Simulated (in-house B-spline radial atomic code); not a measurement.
## RPA and G0W0 on Hartree-Fock: Te11+

Configuration [Kr] 4d5, highest spin, mean-field start Hartree-Fock. Computed with an all-electron radial atomic-structure program (B-spline basis): all electrons, non-relativistic, point nucleus, each spin shell either full or empty, empty states to l = 9 with an (l + 1/2)⁻⁴ tail; G0W0 by contour deformation at full frequency.

Without relativity these are model numbers: it shifts the levels of so heavy an element strongly and can reorder them.

Command:
```bash
python run_gw.py task.json out
```
Settings (radii: box in bohr, nucleus in fm):
```
Z                        52
electrons                41
configuration            [Kr] 4d5
hamiltonian              nr
method                   hf
lmax                     9
spin_polarised           True
box_radius               6.2
intervals                50
```

Run time, properties included: 2.5 s on 1 thread of Arm Neoverse V1, with other jobs on the host.

Energies (hartree):

| term | value |
| --- | --- |
| mean-field total | -6572.98657 |
| Hartree-Fock functional on these orbitals | -6572.98657 |
| direct second order | -3.2504 |
| second-order exchange | 0.92965 |
| SOSEX correction | 0.88804 |

(1) What is the RPA correlation energy, and what remains with SOSEX?

Quasi-particle levels (eV):

| level | occupied | mean field | Σx - vxc | Σc | QP weight | G0W0 |
| --- | --- | --- | --- | --- | --- | --- |
| 4d up | yes | -250.10 | 0.00 | ? | ? | ? |
| 4p down | yes | -315.39 | 0.00 | -1.09 | 0.978 | -316.48 |
| 4p up | yes | -334.08 | 0.00 | 7.14 | 0.886 | -326.94 |
| 4s down | yes | -366.16 | 0.00 | 4.63 | 0.934 | -361.53 |
| 4d down | no | -214.17 | 0.00 | -3.49 | 0.982 | -217.66 |

G0W0 = mean field + (Σx - vxc) + Σc, with Σc (partial-wave tail included) taken at the quasi-particle energy. Only the outer levels were computed.

(2) Where does G0W0 put 4d up?

Answers

(1) RPA gives -2.9904 hartree (-1.98 eV per electron); RPA + SOSEX gives -2.1023, and the second-order doubles (MP2) -2.3208 hartree. RPA lacks exchange-type terms and so overcorrelates at short range.

(2) At -250.43 eV, with Σc = -0.33 eV and a quasi-particle weight of 0.982. The tabulated removal energy is 245 ± 2.5 eV (NIST, tabulated theory); the calculation leaves out relativity, Breit and QED terms, and what these don't explain is the method's own error.
